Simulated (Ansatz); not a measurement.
Relaxation of CH₆FNOSi (11 atoms, charge 0, multiplicity 1), to a largest force component of 0.02 eV/Å in at most 40 steps.

Level of theory: RKS CAM-B3LYP-D4/6-31G* (Ansatz 0.2.0).

```xyz
11
Properties=species:S:1:pos:R:3
N -0.700 -1.048 1.182
C 0.561 -0.680 0.616
F 1.281 -0.203 1.634
Si 0.577 0.646 -0.737
O -0.801 0.445 -1.776
H -1.402 -1.181 0.411
H -1.067 -0.192 1.685
H 1.079 -1.571 0.235
H 0.331 2.000 -0.092
H 1.742 0.639 -1.530
H -1.534 1.089 -1.607
```

Where does it end, and by what steps?

It converged. After 31 steps the energy has fallen by 0.689 eV; H6 moved furthest, 1.55 Å.

| step | energy less start (eV) | largest force component (eV/Å) | accepted |
| --- | --- | --- | --- |
| 0 | 0.0000 | 3.425 | yes |
| 2 | -0.3704 | 0.281 | yes |
| 4 | -0.3954 | 0.896 | no |
| 6 | -0.4443 | 0.132 | yes |
| 8 | -0.4830 | 0.190 | yes |
| 10 | -0.4928 | 0.132 | yes |
| 12 | -0.5083 | 0.151 | yes |
| 14 | -0.5086 | 0.566 | no |
| 16 | -0.5110 | 0.373 | no |
| 18 | -0.5154 | 0.078 | yes |
| 20 | -0.5182 | 0.061 | yes |
| 22 | -0.5240 | 0.875 | yes |
| 24 | -0.6471 | 1.477 | yes |
| 26 | -0.6836 | 0.117 | yes |
| 28 | -0.6872 | 0.054 | yes |
| 30 | -0.6883 | 0.070 | yes |
| 31 | -0.6885 | 0.019 | yes |

```xyz
11
Properties=species:S:1:pos:R:3
N -0.843 -0.855 1.178
C 0.342 -0.748 0.417
F 1.506 -0.607 1.228
Si 0.340 0.796 -0.675
O -0.727 0.535 -1.915
H -0.854 -1.674 1.778
H -1.020 -0.029 1.740
H 0.482 -1.671 -0.153
H -0.065 1.933 0.199
H 1.713 1.050 -1.181
H -0.808 1.213 -2.595
```

Whether the end is a true minimum wasn't checked by a vibrational analysis.

Time of the run: 2.4 min on 2 threads of Arm Neoverse N1, with other jobs on the host, peak memory 0.19 GiB.
